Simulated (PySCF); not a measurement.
An excited-state job on `N#[C][GeH2][O][SiH2]N`.

Method: TDDFT wB97X-D/def2-SVPD, vertical, gas phase, core orbitals frozen in the response (PySCF 2.14.0, density-fitted response routines). Geometry: GFN2-xTB. A driver script takes a list of jobs; this job's settings line and coordinates (Å) are shown.

Input:
```
{"job": {"kind": "uv", "xc": "wB97X-D", "basis": "def2-SVPD", "nstates": 8, "ntriplets": 3}, "charge": 0, "multiplicity": 1}
N      1.946648     1.667612     1.820535
C      1.875625     0.795616     1.081764
Ge     1.696557    -0.668585    -0.160529
O      0.059778    -1.180830    -0.100101
Si    -1.451532    -0.623857    -0.416408
N     -1.450447     1.067331    -0.111421
H      2.487359    -1.844816     0.330788
H      2.054346    -0.165185    -1.531414
H     -1.724935    -0.778901    -1.842766
H     -2.241182    -1.496890     0.452385
H     -2.301281     1.589392    -0.240704
H     -0.949737     1.418183     0.691844
```

Problem. What does the run print?

Solution. 
```
coarse grid: 49264 points
cycle   1  E = -2592.2915550064  dE =  1.704e-02  |g| = 9.659e-01  |ddm| = 4.448e+00
cycle   2  E = -2592.1546325301  dE =  1.369e-01  |g| = 1.320e+00  |ddm| = 2.685e+00
cycle   3  E = -2592.4740234139  dE = -3.194e-01  |g| = 1.241e-01  |ddm| = 1.434e+00
cycle   4  E = -2592.4764148035  dE = -2.391e-03  |g| = 6.902e-02  |ddm| = 1.816e-01
cycle   5  E = -2592.4773226648  dE = -9.079e-04  |g| = 1.819e-02  |ddm| = 1.136e-01
cycle   6  E = -2592.4773911458  dE = -6.848e-05  |g| = 5.653e-03  |ddm| = 3.282e-02
cycle   7  E = -2592.4773978881  dE = -6.742e-06  |g| = 9.095e-04  |ddm| = 1.562e-02
final grid: 101600 points
cycle   8  E = -2592.4769713185  dE = -1.065e-06  |g| = 8.298e-04  |ddm| = 9.313e-03
cycle   9  E = -2592.4769713296  dE = -1.115e-08  |g| = 8.298e-04  |ddm| = 1.979e-03
cycle  10  E = -2592.4769714595  dE = -1.299e-07  |g| = 1.530e-04  |ddm| = 1.025e-03
cycle  11  E = -2592.4769714640  dE = -4.439e-09  |g| = 6.909e-05  |ddm| = 3.490e-04
cycle  12  E = -2592.4769714652  dE = -1.183e-09  |g| = 2.381e-05  |ddm| = 2.016e-04
cycle  13  E = -2592.4769714653  dE = -1.405e-10  |g| = 6.761e-06  |ddm| = 8.728e-05
converged SCF energy = -2592.4769714653

Static polarisability (au): isotropic 76.554, principal 67.203 77.390 85.069

Singlet excitations
state   eV       nm        f      main configurations
  1   6.6568    186.3   0.00717   H->L 0.77, H->L+5 0.09, H->L+3 0.08
  2   6.9098    179.4   0.02980   H->L+3 0.47, H->L+2 0.32
  3   7.1357    173.8   0.00072   H-1->L 0.43, H-3->L 0.25, H-2->L 0.13
  4   7.4232    167.0   0.00090   H-1->L 0.42, H-2->L 0.18, H-5->L 0.11
  5   7.6385    162.3   0.00719   H->L+1 0.48, H->L+5 0.19
  6   7.6786    161.5   0.01579   H-3->L+1 0.18, H-3->L 0.15, H-2->L 0.12
  7   7.7679    159.6   0.00104   H-4->L+1 0.29, H-2->L 0.25, H-4->L 0.19
  8   7.8550    157.8   0.00213   H-3->L 0.14, H-4->L 0.13, H-2->L 0.12

Triplet excitations (Tamm-Dancoff, eV): 6.1803 6.4706 6.6798
```

The SCF starts on a coarse grid where the log names one; the energy can jump when the final grid takes over, and dE then counts from the start density on the new grid. H and L stand for HOMO and LUMO; the number after each pair is its weight.

Problem. How does the lowest singlet excitation compare with the HOMO–LUMO gap?

Solution. HOMO -9.67 eV and LUMO 0.86 eV give a gap of 10.53 eV; S1 at 6.66 eV lies 3.87 eV below it.

Problem. Which computed singlet has the largest oscillator strength, and what do all of them sum to?

Solution. State 2 at 6.91 eV (179 nm), f = 0.030; the 8 states sum to 0.065.

Main results: HOMO -9.67 eV, LUMO 0.86 eV; lowest singlet 6.66 eV; lowest triplet 6.18 eV (Tamm–Dancoff); mean polarisability 76.6 au.

 The wB97X-D/def2-SVPD calculation is non-relativistic and has no spin–orbit coupling, an omission that weighs most on germanium.

Hardware: one thread of an Arm Neoverse V1, no GPU, on a shared host. Cost: 45 s wall.

One conformer stands for the species.
Labels such as C1 count atoms from 1, the log's own numbers from 0.

Note: wB97X-D ran without an empirical dispersion term, which enters the total energy and its gradient alone.
